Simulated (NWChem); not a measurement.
Isomers of C$_{2}$H$_{4}$BNO, each optimised at B3LYP/6-31G* with NWChem, gas phase unless a solvent is named. Flexible species stand in one conformer each, which need not be the lowest. Pople sets run with spherical d functions. Relative energies count from the lowest isomer at each level and are electronic, without zero-point energy, on those geometries.

A: CBN=C=O
B: OB1C=NC1
C: C#CB(N)O

| quantity | A | B | C |
|---|---|---|---|
| relative energy, B3LYP/def2-TZVP (kcal/mol) | (withheld) | 39.4 | 0.0 |
| relative energy, LDA (Slater exchange, VWN5)/def2-TZVP (kcal/mol) | (withheld) | 32.5 | 0.0 |
| orbital gap (eV), B3LYP/6-31G* | (withheld) | 5.35 | 7.13 |

### Question
Some entries are withheld; supply them.

### Answer

- relative energy, B3LYP/def2-TZVP (kcal/mol), A: 3.1
- relative energy, LDA (Slater exchange, VWN5)/def2-TZVP (kcal/mol), A: 2.5
- orbital gap (eV), B3LYP/6-31G*, A: 6.34
